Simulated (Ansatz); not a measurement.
Two members of one family (Series W(O)2X2), computed with Ansatz in the gas phase; def2 core potentials for W, no spin–orbit coupling. The two geometries come from different levels. Binding counts from free atoms in the multiplicity of their measured ground term, without zero-point energy. Names give formal oxidation states. A dash marks a value that wasn't run or was left out as unsound. The structures are stationary points that may keep the symmetry of their start.

First: WO2(OH)2 (singlet, charge 0, PBE-D4/def2-SVP geometry).

Cartesian coordinates in Å:
```
W 0.151 0.275 -0.105
O 1.694 0.848 0.415
O -0.461 1.390 -1.272
O -1.047 0.220 1.370
H -0.807 0.383 2.300
O 0.377 -1.435 -0.905
H 0.093 -1.681 -1.804
```

```
             level  HOMO (eV)  LUMO (eV)  gap (eV)  binding per atom (eV)
  PBE-D4/def2-TZVP      -7.31      -2.55      4.76                      –
 PBE-D4/def2-TZVPD      -7.38      -2.64      4.73                      –
B3LYP-D4/def2-TZVP      -8.67      -2.04      6.64                   4.80
  PBE0-D4/def2-SVP      -8.86      -1.72      7.14                      –
 ωB97X-V/def2-TZVP     -11.35       0.43     11.78                   4.83
```

Metal–donor distances: 4 × O 1.73 to 1.90 Å.

Second: WO2(NH2)2 (singlet, charge 0, B3LYP-D4/def2-SVP geometry).

```xyz
9

W     0.303    0.236    0.527
O    -0.518    1.112    1.764
O     1.993    0.036    0.801
N     0.085    1.225   -1.147
H     0.768    1.237   -1.902
H    -0.685    1.860   -1.345
N    -0.500   -1.548    0.428
H    -1.449   -1.767    0.717
H     0.003   -2.390    0.158
```

Task: Estimate how these quantities change from the first to the second (second minus first).

Result: 
```tsv
level	Δ HOMO (eV)	Δ LUMO (eV)	Δ gap (eV)	Δ binding per atom (eV)
PBE-D4/def2-TZVP	0.90	0.39	-0.51	–
PBE-D4/def2-TZVPD	0.89	0.39	-0.50	–
B3LYP-D4/def2-TZVP	1.10	0.49	-0.62	-0.45
PBE0-D4/def2-SVP	1.15	0.44	-0.70	–
ωB97X-V/def2-TZVP	1.18	0.51	-0.67	-0.48
```

Metal–donor distances: 2 × O 1.72 Å, 2 × N 1.96 Å.
